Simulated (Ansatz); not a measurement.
C5H4, SMILES `C#CCC#C` (charge 0, multiplicity 1).

Computed with HSE06/cc-pVTZ // PBE0-D3(BJ)/def2-TZVP (Ansatz, an electronic-structure program).

Ansatz 0.2 input:
```yaml
crystal:
  periodic: [false, false, false]
  atoms:
    - { symbol: C, position_ang: [2.164781, 0.689513, -0.622916] }
    - { symbol: C, position_ang: [1.20699, 0.034343, -0.324194] }
    - { symbol: C, position_ang: [0.051261, -0.775258, 0.041899] }
    - { symbol: C, position_ang: [-1.206681, -0.039158, 0.01151] }
    - { symbol: C, position_ang: [-2.247059, 0.554977, -0.010033] }
    - { symbol: H, position_ang: [3.013384, 1.273738, -0.889211] }
    - { symbol: H, position_ang: [0.20346, -1.188931, 1.045399] }
    - { symbol: H, position_ang: [-0.016754, -1.634566, -0.635054] }
    - { symbol: H, position_ang: [-3.169386, 1.085338, -0.029766] }
basis:
  gaussian: { orbitals: cc-pVTZ }
hamiltonian:
  xc: hse06
```

Output:

```
Functional definition: HSE06
1105 factors; their error is unknown
96 factors; integrals over basis functions are off by at most 4.1e-7 eV
mean field evaluation 1: about -5233.1621 eV, gradient 5.7e1 eV
mean field evaluation 2: about -5233.6106 eV, gradient 5.3e1 eV
mean field evaluation 4: about -5240.7438 eV, gradient 7.5e0 eV
mean field evaluation 8: about -5240.8696 eV, gradient 3.7e-2 eV
mean field evaluation 16: about -5240.8652 eV, gradient 7.4e-5 eV
mean field -5240.86516191 eV, -192.5982423142 hartree, gradient 7.4e-5 eV, S^2 0.000000; 0 other end points of the search recorded, 0 dependent functions left out
reference -5240.86519847 eV, -192.5982436578 hartree; 17, 17 occupied and 189, 189 virtual orbitals, 1105 factors
Total energy: -5240.86519847 eV, -192.5982436578 hartree
```
